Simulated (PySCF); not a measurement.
Structure problem from calculated spectra and properties.

Formula: C5H5F3O2.

| Item | Value |
| --- | --- |
| Polarisability | 65.3 au [PBE0/def2-SVPD] |
| 13C NMR | chemical shifts (computed TMS as zero) by class: 163.7 (1 C), 132.5 (1 C), 70.1 (1 C), 66.2 (1 C), 22.1 (1 C) ppm [GIAO PBE0/pcSseg-1] |
| UV, strongest line | among the 6 lowest singlet transitions: S2 at 7.89 eV (157 nm, f = 0.078) [TDDFT PBE0/def2-SVPD] |
| UV, first state | lowest singlet excitation: 5.91 eV (210 nm, f = 0.001) [TDDFT PBE0/def2-SVPD] |
| 1H NMR | chemical shifts (computed TMS as zero) by class: 4.68 (1 H), 3.54 (1 H), 1.62 (3 H) ppm [GIAO PBE0/pcSseg-1] |
| Rotational structure | rotational constants A, B, C: 1.846, 1.183, 0.871 GHz [GFN2-xTB] |

Gas-phase values; electronic properties from PySCF, density fitting. Levels stand in brackets. NMR shifts are as computed; neighbouring signals can stand in another order in a measured spectrum. Isolated species at its GFN2-xTB geometry, gas phase. NMR values are class means; diastereotopic atoms form classes of their own.

Task: What is the compound? Reason from the data.

Result: Numbering: `[CH3:1][C@@H:2]1[O:3][C:4](=[O:5])[C@H:6]1[C:7]([F:8])([F:9])[F:10]`. Its formula, C5H5F3O2, gives 2 degrees of unsaturation: 1 ring and 1 π bond in the structure found. 5 carbons fall into 5 classes; from least to most shielded: ester carbonyl carbon [C4] (163.7 ppm), CF3 carbon [C7] (132.5 ppm), ring sp3 carbon bound to oxygen [C2] (70.1 ppm), sp3 carbon next to a carbonyl [C6] (66.2 ppm), methyl carbon [C1] (22.1 ppm). Hydrogen classes from least to most shielded: 1 H on an sp3 carbon bound to oxygen, C2 (4.68 ppm), 1 H on an sp3 carbon next to a carbonyl, C6 (3.54 ppm), 3 H on a methyl carbon, C1 (1.62 ppm, a mean of values up to 0.6 ppm apart in this geometry). S1 is mainly HOMO→LUMO (weight 0.97); the largest Löwdin shares of the orbital it empties are 0.58 on the ester carbonyl oxygen, 0.12 on the sp3 carbon next to a carbonyl, 0.11 on the ester single-bonded oxygen and 0.11 on the ester carbonyl carbon, of the orbital it fills 0.34 on the ester carbonyl carbon, 0.27 on the ester carbonyl oxygen, 0.16 on the ester single-bonded oxygen and 0.09 on the sp3 carbon next to a carbonyl. The optimised geometry has point group C1 and is an asymmetric top. Structure: `O1C(=O)[C@H]([C@@H]1C)C(F)(F)F`. Computed isomers that give other values at the same levels: `FC(F)(F)O[C@@H]1C=CCO1` (13C chemical shifts (computed TMS as zero) by class: 143.5 (1 C), 133.3 (1 C), 130.3 (1 C), 112.2 (1 C), 81.0 (1 C) ppm); `COC(=O)/C=C/C(F)(F)F` (13C chemical shifts (computed TMS as zero) by class: 171.6 (1 C), 142.4 (1 C), 136.6 (1 C), 131.8 (1 C), 54.7 (1 C) ppm); `O=C(O)/C=C\CC(F)(F)F` (13C chemical shifts (computed TMS as zero) by class: 171.3 (1 C), 153.2 (1 C), 134.7 (1 C), 129.5 (1 C), 37.1 (1 C) ppm). The assignments are read from this structure; whether some other isomer fits the data as well wasn't checked. The mirror image fits equally.

Shape of the structure used: `[CH3:1][C@@H:2]1[O:3][C:4](=[O:5])[C@H:6]1[C:7]([F:8])([F:9])[F:10]`: C4–C6–C7–F8 45°.
